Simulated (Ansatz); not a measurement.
`O[SiH](O)N[SiH2]F` + `F[SiH](F)N[SiH](Cl)Cl` → `O[SiH](O)N[SiH](Cl)Cl` + `F[SiH2]N[SiH](F)F`  (redistribution)

Isolated molecules relaxed with PBE0-D4/def2-TZVP in Ansatz; ΔE leaves out vibrations. CBS: MP2 limit from def2 TZ/QZ plus the TZ coupled-cluster correction, frozen cores. DFT in def2-TZVPP. B3LYP here is the variant with VWN-RPA as its local correlation; programs differ in this. Each species was taken in one conformer, which may not be the lowest.

Q: Is it downhill or uphill in electronic energy at CCSD(T)/CBS, and by how much? (An estimate is asked.)

A: Computed: Nearly level: ΔE = -0.03 eV.

Q: What do these levels give: PBE-D4, PBE0-D4, ωB97M-V, B2PLYP, r2SCAN, B3LYP, HF/def2-TZVPP, MP2/def2-TZVPP, CCSD/def2-TZVPP, CCSD(T)/def2-TZVPP, MP2/def2-QZVPP, SCS-MP2/def2-QZVPP? (Estimate.)

A: The calculation gave: PBE-D4 -0.01, PBE0-D4 -0.03, ωB97M-V -0.02, B2PLYP -0.03, r2SCAN -0.02, B3LYP -0.04, HF/def2-TZVPP -0.06, MP2/def2-TZVPP -0.03, CCSD/def2-TZVPP -0.03, CCSD(T)/def2-TZVPP -0.03, MP2/def2-QZVPP -0.03, SCS-MP2/def2-QZVPP -0.03 eV.

Largest T1 diagnostic among the species: 0.012.
